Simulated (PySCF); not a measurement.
Cl2Mg, charge -1, multiplicity 2. Atoms are numbered in the order given.

```xyz
3

Mg     0.0000     0.0000    -0.8675
Cl     0.0000    -1.9881     0.3062
Cl     0.0000     1.9881     0.3062
```
Charge -1, spin multiplicity 2.

The structure is a stationary point at PBE0-D3(BJ)/def2-TZVPD. The spin state was assumed, not searched. The isomer is the one that the SMILES or the coordinates give; other isomers of the formula were not compared.

Computed with PySCF with PBE/def2-TZVPD.

Mulliken values depend strongly on the basis, most of all with diffuse functions as here. ESP charges are fitted to the potential on shells at 1.4 to 2.0 van der Waals radii. Atomic charges (e):

```
atom  Mulliken  ESP fit  meta-Löwdin  Mulliken spin
----  --------  -------  -----------  -------------
Mg1      -0.04      ___         0.76           1.15
Cl2      -0.48      ___        -0.88          -0.08
Cl3      -0.48      ___        -0.88          -0.08
```

**Question.** Complete the blanks. (The exact figures need the calculation; the answer reports its results.)

**Answer.** 
- Mg1, ESP fit: -0.09
- Cl2, ESP fit: -0.46
- Cl3, ESP fit: -0.46
